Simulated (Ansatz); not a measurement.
```xyz
9

Si    0.7712    0.5497   -1.4645
Te   -0.5199    1.4063    0.4851
C    -0.7199   -0.5527    1.3752
Cl   -1.6128   -0.4473    2.8940
H     1.0687    1.7347   -2.3066
H     2.0371   -0.0952   -1.0282
H    -0.0210   -0.4397   -2.2403
H     0.2669   -0.9549    1.5860
H    -1.2704   -1.2009    0.6994
```

The species carries charge 0 and has multiplicity 1. Te takes the def2 core potential.

(1) List the PBE/def2-TZVPP orbital energies in eV (Ansatz 0.2.0). (Best estimate.)

Answers

(1) Ansatz gave: Occupied: -2739.24, -1780.18, -271.23, -249.77, -190.56, -190.26, -190.25, -164.39, -137.91, -114.79, -114.69, -114.46, -94.67, -94.61, -94.61, -40.88, -40.86, -40.66, -40.58, -40.54, -21.68, -17.35, -15.21, -13.13, -11.57, -10.92, -9.62, -8.85, -8.82, -7.40, -7.39, -7.02, -5.41. Lowest empty: -2.04, -1.11, -0.66, 0.10, 0.14, 0.66, 1.31, 1.51.
